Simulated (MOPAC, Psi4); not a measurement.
Internal rotation in H6ClNSi2, SMILES N[SiH2][SiH2]Cl. Scanned: dihedral N1–Si2–Si3–Cl4; all other coordinates were relaxed at B3LYP-D3(BJ)/def2-SVP. Points at φ and −φ are mirror images. Heavy atoms are numbered in the order of the SMILES N[SiH2][SiH2]Cl, hydrogens after them in the order of the atoms that carry them; the mirror image has the same energies with the sign of each dihedral reversed.

Methods: PM6, restricted, heats of formation // B3LYP-D3(BJ)/def2-SVP (MOPAC); MP2/cc-pVTZ = Psi4 with DF-MP2 (frozen core)/cc-pVTZ // B3LYP-D3(BJ)/def2-SVP.

Energies relative to the lowest point of each profile, in kcal/mol:

| φ / ° | PM6 |
|---|---|
| -150 | 1.0 |
| -120 | 1.6 |
| -90 | 1.4 |
| -60 | 1.5 |
| -30 | 1.1 |
| 0 | 0.0 |
| 30 | 1.1 |
| 60 | 1.5 |
| 90 | 1.4 |
| 120 | 1.6 |
| 150 | 1.0 |
| 180 | 0.8 |

**Question.** Estimate the MP2/cc-pVTZ values at these points.

**Answer.** -150: 0.7; -120: 1.3; -90: 0.8; -60: 0.0; -30: 0.1; 0: 0.9; 30: 0.1; 60: 0.0; 90: 0.8; 120: 1.3; 150: 0.7; 180: 0.5 (kcal/mol).
